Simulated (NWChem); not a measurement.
# Correlation energy of formate (CHO₂ (-1))

```xyz
4

O      1.1320     0.0000     0.2065
C      0.0000     0.0000    -0.3052
O     -1.1320     0.0000     0.2065
H      0.0000     0.0000    -1.4728
```
Charge -1, spin multiplicity 1.

Everything below was run with NWChem. Structure: optimised with PBE0/def2-SVP, a minimum by its harmonic frequencies.

Basis set: def2-SVPD. Each correlation energy counts from its own Hartree-Fock reference.

The correlated methods keep 3 core orbitals frozen. The anion's geometry comes from a basis without diffuse functions. Coupled-cluster values serve here as a point of comparison, not as the truth.

**Question.** One of these methods gave a correlation energy of -536.3 mHa. Which?
(A) MP2
(B) CR-CCSD(T)
(C) CR-CCSD[T]
(D) CCSD

**Answer.** D, CCSD. The others give -552.0 (CR-CCSD(T)), -532.4 (MP2), -553.8 (CR-CCSD[T]).
